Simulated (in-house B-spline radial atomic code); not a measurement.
Whole-atom quantities along the 14-electron series, configuration [Ne] 3s2 3p2. Breit and QED terms are first order and not part of the total energy; the density at the nucleus is averaged over the nuclear charge. Computed with a radial B-spline atomic code at the basis-set limit: Dirac-Hartree-Fock, average of the configuration, finite nuclei.

```tsv
ion	Z	E/Z² (Eh)	Σ<r²> (bohr²)	n(0)/Z³ (bohr⁻³)	Lamb diamagnetic shielding (ppm)	repulsion over attraction	Breit energy (eV)	self-energy (eV)	vacuum polarisation (eV)	Dirac less non-relativistic energy (Eh)
Si	14	-1.4768	32.729	0.69137	877.44	0.16165	1.491	1.0371	-0.063988	-0.62672
P+	15	?	?	?	?	?	?	?	?	?
S2+	16	-1.5524	15.127	0.71534	1038.76	0.14869	2.3767	1.675	-0.10991	-1.1204
Cl3+	17	-1.5855	11.595	0.7274	1119.28	0.14236	2.9316	2.0801	-0.14048	-1.4577
Ar4+	18	?	?	?	?	?	?	?	?	?
K5+	19	-1.6438	7.5769	0.75272	1280.55	0.13068	4.2951	3.0897	-0.2203	-2.3595
Ca6+	20	-1.6696	6.3419	0.76578	1361.38	0.12537	5.1153	3.7053	-0.27108	-2.9445
```

Task: Fill in the row of P+.

Result: E/Z² (Eh): -1.5163; Σ<r²> (bohr²): 20.984; n(0)/Z³ (bohr⁻³): 0.7033; Lamb diamagnetic shielding (ppm): 958.21; repulsion over attraction: 0.15522; Breit energy (eV): 1.8984; self-energy (eV): 1.3291; vacuum polarisation (eV): -0.08463; Dirac less non-relativistic energy (Eh): -0.84629.

Task: Fill in the row of Ar4+.

Result: E/Z² (Eh): -1.6159; Σ<r²> (bohr²): 9.2439; n(0)/Z³ (bohr⁻³): 0.7398; Lamb diamagnetic shielding (ppm): 1199.86; repulsion over attraction: 0.13634; Breit energy (eV): 3.5691; self-energy (eV): 2.5498; vacuum polarisation (eV): -0.17703; Dirac less non-relativistic energy (Eh): -1.8674.

Task: With what power of Z does the column «self-energy (eV)» change over this range?

Result: A fit of the logarithm of its size against log Z from Z = 14 to 20 has slope 3.57. One-loop self-energy scales as Z⁴F(Zα), with F falling from low Z to about Z = 90.
